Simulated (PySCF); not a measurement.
O2Si2, SMILES [si]12o[si]=1o2. Atoms are numbered in the order given.

```xyz
4

Si     0.0000     0.0000     1.2534
Si     0.0000     0.0000    -1.2534
O      0.0000    -1.1801     0.0000
O      0.0000     1.1801     0.0000
```

The structure is a stationary point at B3LYP-D3(BJ)/def2-SVP.

Calculation: PBE/def2-TZVPD run with PySCF.

Q: Estimate the frontier levels, gap, dipole moment and polarisability. (Estimate from the structure and the level; the computed values follow.)

A: 
The highest occupied level is -6.01 eV, the lowest empty level is -3.35 eV and the orbital gap is 2.67 eV. The dipole moment is 0.00 D and the quadrupole, principal values (traceless, Buckingham form, about the centre of nuclear charge) is -6.03, 0.48, 5.55 D·Å. The mean static polarisability is 59.5 bohr³ (8.81 Å³) and the polarisability, principal values comes out as 53.3, 53.5, 71.7 bohr³.
